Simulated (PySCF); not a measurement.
C2H7BeN.

```xyz
11

Be     0.2071    -0.7954     0.0000
C      0.6442     0.8331     0.0000
C     -0.4945     1.8582     0.0000
H      1.3046     1.0120    -0.8718
H      1.3046     1.0120     0.8718
H     -1.1450     1.7476     0.8832
H     -1.1450     1.7476    -0.8832
H     -0.1299     2.8997     0.0000
N     -0.1782    -2.2493     0.0000
H     -0.3340    -2.8198    -0.8246
H     -0.3340    -2.8198     0.8246
```
Charge 0, spin multiplicity 1.

Geometry: PBE0-D3(BJ)/def2-SVP. Other conformers were not sampled.

These are PySCF with PBE0/pcSseg-1 values and carry that method's errors. Non-relativistic, no solvent.

**Question.** Give the absolute GIAO shielding of each atom: isotropic value and principal components (ppm). (The exact figures need the calculation; the answer reports its results.)

**Answer.** 
```csv
atom,σ(iso),σ11,σ22,σ33,span
Be1,89.5,56.2,60.3,152.0,95.8
C2,187.9,175.7,192.0,196.0,20.2
C3,173.5,166.4,168.5,185.5,19.1
H4,31.3,26.7,29.6,37.5,10.8
H5,31.3,26.7,29.6,37.5,10.8
H6,30.3,26.0,28.5,36.3,10.3
H7,30.3,26.0,28.5,36.3,10.3
H8,30.1,25.1,27.9,37.2,12.1
N9,237.7,197.0,229.8,286.2,89.2
H10,30.4,24.9,26.2,40.2,15.3
H11,30.4,24.9,26.2,40.2,15.3
```
